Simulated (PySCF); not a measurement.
Record of a relaxation.

Compound: C3H9NSi.
Atom-mapped SMILES: `[CH2:1]=[CH:2][CH2:3][SiH2:4][NH2:5]` (hydrogens: H6, H7 on C1; H8 on C2; H9, H10 on C3; H11, H12 on Si4; H13, H14 on N5)

Method: PySCF 2.14.0, PBE0-D3(BJ)/def2-SVP geometry optimisation, gas phase; density fitting, grid level 1; the optimiser is geomeTRIC in internal coordinates, started from a GFN2-xTB structure with every atom displaced at random (about 0.01 Å). 8 of its 11 geometries are shown. The frame can shift and turn from step to step; on so coarse a grid that alone can change the energy by a few meV, and forces under 0.02 eV/Å are noise.

Step 0: E = -12610.5919 eV, largest atomic force 2.821 eV/Å
```
atom  x, y, z in Å  |  force x, y, z in eV/Å
C1      2.191   -0.060    0.895   -1.691   2.237  -0.302
C2      1.185    0.540    0.217    0.854  -0.825   0.347
C3      0.445   -0.066   -0.932    0.584  -0.089   1.071
Si4    -1.222   -0.710   -0.409   -0.630   0.517   0.030
N5     -2.141    0.655    0.133   -0.611   0.427   0.526
H6      2.532   -1.008    0.621    0.690  -1.860  -0.479
H7      2.664    0.441    1.727    0.242   0.165   0.366
H8      0.866    1.536    0.508   -0.074   0.391   0.235
H9      1.043   -0.885   -1.315    0.221  -0.560  -0.415
H10     0.333    0.674   -1.702   -0.290   0.548  -0.827
H11    -1.079   -1.793    0.588    0.213  -0.346   0.185
H12    -1.989   -1.209   -1.560   -0.139  -0.409  -0.397
H13    -3.129    0.553    0.404    0.639  -0.052  -0.276
H14    -1.706    1.316    0.774   -0.008  -0.142  -0.065
```

Step 1: E = -12610.7474 eV, largest atomic force 0.558 eV/Å
```
atom  x, y, z in Å  |  force x, y, z in eV/Å
C1      2.084   -0.098    1.073    0.305  -0.405  -0.234
C2      1.219    0.535    0.278   -0.188   0.190   0.143
C3      0.539   -0.053   -0.910    0.063   0.115  -0.199
Si4    -1.214   -0.633   -0.508    0.087  -0.100   0.081
N5     -2.135    0.723    0.065   -0.014  -0.019   0.011
H6      2.427   -1.121    0.825   -0.145   0.319   0.186
H7      2.526    0.379    1.951   -0.028   0.020   0.028
H8      0.925    1.564    0.540    0.019  -0.091  -0.023
H9      1.109   -0.915   -1.295   -0.059  -0.029  -0.015
H10     0.456    0.690   -1.727    0.027  -0.093   0.082
H11    -1.079   -1.794    0.440   -0.013   0.063   0.024
H12    -1.889   -1.166   -1.731   -0.061   0.084  -0.038
H13    -3.149    0.661    0.049    0.100   0.037   0.053
H14    -1.816    1.216    0.896   -0.092  -0.089  -0.100
```

Step 3: E = -12610.7582 eV, largest atomic force 0.090 eV/Å
```
atom  x, y, z in Å  |  force x, y, z in eV/Å
C1      2.089   -0.088    1.065   -0.053   0.060   0.041
C2      1.217    0.537    0.269    0.025  -0.049  -0.001
C3      0.546   -0.060   -0.924   -0.022   0.020  -0.003
Si4    -1.208   -0.635   -0.514   -0.017  -0.022  -0.018
N5     -2.121    0.715    0.079    0.018   0.025  -0.022
H6      2.401   -1.116    0.865    0.059  -0.067  -0.007
H7      2.513    0.401    1.946   -0.005  -0.001  -0.023
H8      0.928    1.566    0.518   -0.009   0.019  -0.014
H9      1.102   -0.931   -1.308    0.014   0.002   0.032
H10     0.469    0.678   -1.739   -0.006   0.005  -0.034
H11    -1.082   -1.795    0.433    0.018  -0.008  -0.002
H12    -1.912   -1.123   -1.741    0.004   0.009   0.003
H13    -3.133    0.658    0.074   -0.036  -0.008  -0.007
H14    -1.806    1.181    0.922    0.011   0.016   0.055
```

Step 4: E = -12610.7592 eV, largest atomic force 0.049 eV/Å
```
atom  x, y, z in Å  |  force x, y, z in eV/Å
C1      2.088   -0.085    1.070   -0.024  -0.004  -0.024
C2      1.216    0.529    0.265   -0.004   0.049   0.006
C3      0.544   -0.065   -0.928    0.015  -0.009   0.001
Si4    -1.211   -0.634   -0.517   -0.014  -0.011   0.002
N5     -2.117    0.717    0.087    0.013   0.023   0.006
H6      2.417   -1.110    0.874    0.023  -0.037   0.012
H7      2.505    0.416    1.947   -0.002   0.000  -0.015
H8      0.925    1.560    0.507   -0.016   0.011   0.004
H9      1.099   -0.939   -1.310    0.006  -0.009   0.018
H10     0.470    0.672   -1.745    0.003  -0.003  -0.014
H11    -1.086   -1.800    0.422    0.008  -0.005  -0.005
H12    -1.920   -1.111   -1.746   -0.002   0.008   0.003
H13    -3.129    0.664    0.083   -0.004  -0.005  -0.007
H14    -1.799    1.173    0.936   -0.002  -0.008   0.013
```

Step 6: E = -12610.7614 eV, largest atomic force 0.044 eV/Å
```
atom  x, y, z in Å  |  force x, y, z in eV/Å
C1      2.075   -0.073    1.067    0.026  -0.006  -0.014
C2      1.208    0.531    0.249   -0.006   0.028  -0.018
C3      0.546   -0.079   -0.941   -0.010  -0.004  -0.012
Si4    -1.213   -0.631   -0.523    0.007   0.020   0.011
N5     -2.095    0.721    0.118    0.003   0.000   0.037
H6      2.415   -1.100    0.891   -0.030   0.032   0.001
H7      2.486    0.445    1.936    0.007  -0.005   0.020
H8      0.912    1.565    0.475    0.005  -0.018   0.013
H9      1.100   -0.962   -1.300    0.001  -0.001   0.003
H10     0.481    0.645   -1.770    0.008  -0.018   0.006
H11    -1.088   -1.814    0.396   -0.009  -0.006  -0.011
H12    -1.940   -1.073   -1.754   -0.014  -0.004   0.004
H13    -3.109    0.678    0.112    0.023   0.002  -0.009
H14    -1.775    1.136    0.989   -0.010  -0.022  -0.029
```

Step 7: E = -12610.7633 eV, largest atomic force 0.039 eV/Å
```
atom  x, y, z in Å  |  force x, y, z in eV/Å
C1      2.061   -0.047    1.063   -0.015  -0.020  -0.026
C2      1.200    0.537    0.223   -0.005   0.033  -0.001
C3      0.549   -0.100   -0.959   -0.005  -0.015   0.028
Si4    -1.216   -0.630   -0.531    0.017   0.034  -0.001
N5     -2.058    0.721    0.166   -0.004  -0.031   0.023
H6      2.398   -1.077    0.910    0.005   0.008   0.010
H7      2.460    0.487    1.929    0.004  -0.004  -0.002
H8      0.896    1.573    0.426    0.001   0.001   0.001
H9      1.100   -0.996   -1.289    0.009   0.006  -0.004
H10     0.495    0.604   -1.806    0.003  -0.006  -0.003
H11    -1.101   -1.839    0.354   -0.011  -0.011  -0.011
H12    -1.976   -1.016   -1.760   -0.006  -0.013   0.005
H13    -3.072    0.700    0.156    0.001   0.009  -0.013
H14    -1.735    1.071    1.063    0.007   0.008  -0.005
```

Step 9: E = -12610.7641 eV, largest atomic force 0.024 eV/Å
```
atom  x, y, z in Å  |  force x, y, z in eV/Å
C1      2.058   -0.030    1.057    0.004   0.005   0.007
C2      1.195    0.545    0.214    0.000  -0.008   0.002
C3      0.548   -0.109   -0.961    0.000   0.000   0.001
Si4    -1.218   -0.635   -0.532   -0.005   0.004  -0.002
N5     -2.044    0.711    0.191   -0.001  -0.024   0.005
H6      2.399   -1.060    0.913    0.002  -0.005  -0.003
H7      2.459    0.511    1.918   -0.003   0.003  -0.003
H8      0.886    1.581    0.408   -0.001   0.002  -0.003
H9      1.106   -1.005   -1.280    0.000   0.000   0.001
H10     0.495    0.583   -1.817   -0.003   0.002  -0.003
H11    -1.113   -1.862    0.330    0.003   0.001   0.002
H12    -1.992   -0.999   -1.759    0.003   0.004  -0.001
H13    -3.058    0.713    0.170    0.000   0.006  -0.001
H14    -1.719    1.043    1.094    0.000   0.008  -0.002
```

Step 10: E = -12610.7641 eV, largest atomic force under 0.02 eV/Å
```
atom  x, y, z in Å  |  force x, y, z in eV/Å
C1      2.060   -0.025    1.056    0.005   0.006   0.007
C2      1.194    0.547    0.213    0.001  -0.007   0.000
C3      0.547   -0.111   -0.960    0.003   0.003  -0.005
Si4    -1.218   -0.637   -0.531   -0.009  -0.002   0.000
N5     -2.044    0.706    0.196   -0.001  -0.014   0.003
H6      2.403   -1.055    0.913    0.000  -0.003  -0.003
H7      2.460    0.518    1.915   -0.002   0.003  -0.001
H8      0.883    1.582    0.406   -0.001   0.001  -0.001
H9      1.107   -1.006   -1.279   -0.002  -0.001   0.003
H10     0.493    0.581   -1.817   -0.002   0.002  -0.001
H11    -1.113   -1.867    0.326    0.005   0.002   0.003
H12    -1.993   -0.999   -1.759    0.003   0.005  -0.002
H13    -3.058    0.714    0.171    0.002   0.002   0.000
H14    -1.718    1.040    1.097   -0.001   0.004  -0.003
```

Q: Summarise the path.

A: The energy falls by 0.1722 eV from step 0 to step 10; nine tenths of that is first reached at step 1. It falls at every step. The largest force goes from 2.821 to under 0.02 eV/Å. Among the bonds C1–H6 changes most, from 1.044 to 1.095 Å; the atoms move by 0.201 Å rms after alignment.

Q: Follow the three bonds and two angles with the largest change from start to end.

A: 
```tsv
step	E above end (eV)	largest force (eV/Å)	C1–H6 (Å)	C3–Si4 (Å)	C3–H10 (Å)	C3–Si4–H11 (°)	C2–C3–H9 (°)
0	0.1722	2.821	1.044	1.862	1.074	110.9	107.8
1	0.0168	0.558	1.107	1.890	1.107	106.7	110.5
2	0.0081	0.127	1.097	1.890	1.104	107.1	111.2
3	0.0060	0.090	1.093	1.890	1.102	107.1	111.6
4	0.0049	0.049	1.094	1.890	1.103	107.0	111.4
5	0.0041	0.060	1.096	1.890	1.103	106.8	111.4
6	0.0028	0.044	1.096	1.891	1.103	106.7	111.4
7	0.0008	0.039	1.095	1.892	1.103	106.7	111.4
8	0.0004	0.036	1.095	1.892	1.103	106.8	111.4
9	0.0001	0.024	1.095	1.891	1.103	107.0	111.4
10	0.0000	under 0.02	1.095	1.891	1.103	107.0	111.4
```

The cost below is that of the whole optimisation. Hardware: one thread of an AMD EPYC 9R45, no GPU, shared host. Cost: 31 s, 0.52 GiB resident at most.
